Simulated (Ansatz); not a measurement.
## Worked example: the barrier

An elementary step of SiNH4Cl2F, singlet (SiNH₃Cl₂ ([NH2][SiH]([Cl])[Cl]) + HF → SiHCl₂F ([F][SiH]([Cl])[Cl]) + NH₃ (still joined by a long Si–N bond); bonds formed: Si1–F7, N2–H6; bonds broken: H6–F7; bonds weakened to dative contacts: Si1–N2). “Start” is the structure reached by relaxing down from the saddle towards the reactants; PBE0-D4/def2-TZVP structures. The saddle:

| atom | x (Å) | y (Å) | z (Å) |
| --- | --- | --- | --- |
| Si1 | -0.6969 | 0.0480 | -0.3539 |
| N2 | 0.8595 | 0.2452 | 0.5683 |
| Cl3 | -0.3217 | -0.3980 | -2.3017 |
| Cl4 | -1.2941 | 2.0541 | -0.4604 |
| H5 | -1.8464 | -0.5287 | 0.3422 |
| H6 | 0.8246 | -0.9920 | 0.5598 |
| F7 | 0.1208 | -1.8462 | 0.1570 |
| H8 | 0.7630 | 0.7211 | 1.4579 |
| H9 | 1.5912 | 0.6965 | 0.0308 |

Program: Ansatz 0.2.0. Basis: def2-TZVPP and def2-QZVPP. Cores are frozen in the correlated methods.

Energies in eV:

| quantity | saddle | start |
| --- | --- | --- |
| Hartree–Fock, triple zeta (X = 3) | -37126.30167 | -37127.49385 |
| Hartree–Fock, quadruple zeta (X = 4) | -37127.43658 | -37128.64070 |
| MP2 correlation, X = 3 | -27.34464 | -26.88130 |
| MP2 correlation, X = 4 | -29.85122 | -29.37636 |
| CCSD(T) correlation, X = 3 | -29.63534 | -29.20904 |

Q: Work out the barrier at the basis limit: extrapolate Hartree–Fock as E(X) = E∞ + A exp(−7.88 √X) and the MP2 correlation as E(X) = E∞ + B X^−2.97 (the exponents that Neese and Valeev fitted for def2-TZVPP and QZVPP), then add CCSD(T) − MP2 in triple zeta.

A: Each step is linear, so take the differences first (saddle − start): Hartree–Fock 1.19218 (X = 3) and 1.20412 (X = 4); MP2 correlation -0.46334 and -0.47486; CCSD(T) correlation -0.42630.
Two points give E∞ = E(4) + w [E(4) − E(3)], with w = 1/(exp(7.88 (2 − √3)) − 1) = 0.1377 for Hartree–Fock and w = 1/((4/3)^2.97 − 1) = 0.7407 for the correlation.
Hartree–Fock: 1.20412 + 0.1377 × 0.01194 = 1.2058 eV.
MP2 correlation: -0.47486 + 0.7407 × (-0.01152) = -0.4834 eV.
CCSD(T) − MP2: -0.42630 − (-0.46334) = 0.0370 eV.
Sum: 1.2058 + (-0.4834) + 0.0370 = 0.7594 eV, or 17.51 kcal/mol. Plain CCSD(T) in triple zeta gives 0.7659 eV, so the larger basis shifts the result by -0.0065 eV.

T1 diagnostic: at most 0.011.

Steps of this kind, hydrogen fluoride cutting a network bond, underlie vapour etching and the fluorination step of atomic layer etching.

Labels in which every atom is bracketed show which atoms are joined, not bond orders.

For scale, one of the runs: CCSD(T)/def2-TZVPP, 244 basis functions, launched by `ansatz run in.yaml --threads 8 --pin off --events-out ev --progress --plain --max-ram 19148MiB`. Time: 85 s of wall clock on 8 CPU threads of an Arm Neoverse V1; the host was shared. Peak host memory: 4.7 GiB.
